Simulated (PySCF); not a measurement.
**Radial density of Zn (zinc, neutral)**

UHF, [Ar] 3d10 4s2, closed-shell 1S. All numbers are calculated (PySCF 2.14, the non-relativistic Hamiltonian (point nucleus), in def2-TZVP (6s5p4d1f, 48 functions)).

```csv
r (bohr),4πr²ρ (e/bohr)
0.000711,0.1121
0.00120,0.3089
0.00201,0.8304
0.00338,2.166
0.00569,5.334
0.00957,11.98
0.0161,22.96
0.0271,34.10
0.0455,34.85
0.0766,28.94
0.129,38.62
0.217,35.28
0.365,19.21
0.613,24.58
1.03,10.68
1.74,2.188
2.92,0.7675
4.91,0.1381
8.26,0.002809
```
